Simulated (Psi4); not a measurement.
**CH3F2Si (SMILES C[Si](F)F): entropy by statistical mechanics**

A doublet with charge 0, relaxed at UTPSSh-D3(BJ)/def2-SVP (density fitting) (Psi4 1.11):

```xyz
7

C    -0.2798    0.7460   -0.2236
Si    0.7952   -0.7864   -0.0541
F     1.0848   -1.0374    1.5314
F    -0.0680   -2.0767   -0.5548
H    -0.5513    0.9173   -1.2764
H     0.2447    1.6348    0.1589
H    -1.2017    0.5939    0.3638
```

Harmonic wavenumbers in cm⁻¹: 125, 200, 262, 309, 655, 769, 772, 867, 927, 1259, 1434, 1445, 3031, 3133, 3151.

Masses in u: C 12.011, Si 28.085, F 18.998, H 1.008. Take T = 298.15 K, p = 1 bar, R = 8.3145 J/(mol K), kT/hc = 207.22 cm⁻¹, rigid rotor and harmonic oscillator.

Problem. Compute the standard molar entropy.

Solution. 
1. Translation (Sackur–Tetrode): S = R[3/2 ln M + 5/2 ln T − 1.1517] with M = 81.116 gives 163.7 J/(mol K).
2. Rotation: principal moments 74.620, 82.502, 139.568 u Å² give A, B, C = 0.2259, 0.2043, 0.1208 cm⁻¹; the symmetry number is σ = 1; q = (√π/σ)√((kT/hc)³/ABC) = 70810; S = R(ln q + 3/2) = 105.3.
3. Vibration: with u = ν̃/207.22, each mode gives R[u/(eᵘ − 1) − ln(1 − e⁻ᵘ)]; the sum is 39.1, most from 125 cm⁻¹ (12.6), 200 cm⁻¹ (8.9), 262 cm⁻¹ (6.9).
4. Spin: R ln 2 = 5.8.
5. Sum: 163.7 + 105.3 + 39.1 + 5.8 = 313.9 J/(mol K).

No measured value is set beside it here. Where a soft mode is a torsion, a harmonic oscillator describes it poorly.
